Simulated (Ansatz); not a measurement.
One change: `[F][GeH2][AlH2]` becomes `[F][GeH2][Cl]`.

Ansatz, PBE0-D4/def2-TZVP geometries, multiplicity 1. 

Scalar relativity is left out up to krypton.

| property | `[F][GeH2][AlH2]` |
| --- | --- |
| LUMO energy (ωB97M-V/def2-TZVPP) / eV | -0.72 |
| LUMO energy (PBE0/def2-TZVPP) / eV | -2.37 |
| HOMO energy (ωB97M-V/def2-TZVPP) / eV | -9.82 |
| HOMO–LUMO gap (PBE0/def2-TZVPP) / eV | 5.43 |
| HOMO energy (PBE0/def2-TZVPP) / eV | -7.80 |
| size of the dipole moment (B3LYP/def2-TZVPP) / D | 2.40 |

Task: Give the same properties after the change, and the shifts. (Best estimate.)

Result: The calculation gave: 
```tsv
property	`[F][GeH2][Cl]`	shift
LUMO energy (ωB97M-V/def2-TZVPP) / eV	1.66	2.38
LUMO energy (PBE0/def2-TZVPP) / eV	-0.27	2.10
HOMO energy (ωB97M-V/def2-TZVPP) / eV	-11.46	-1.64
HOMO–LUMO gap (PBE0/def2-TZVPP) / eV	8.95	3.52
HOMO energy (PBE0/def2-TZVPP) / eV	-9.22	-1.42
size of the dipole moment (B3LYP/def2-TZVPP) / D	2.25	-0.15
```

With PBE0 the HOMO falls by 1.42 eV and the LUMO rises by 2.10 eV, so the gap widens by about 3.52 eV. PBE moves the HOMO by -1.16 eV and ωB97M-V by -1.64 eV. The zero-point energy changes by -30.0 kJ/mol with -6 modes. Dipoles are sizes alone; their direction can turn.

B3LYP here is the variant with VWN-RPA as its local correlation; programs differ in this.
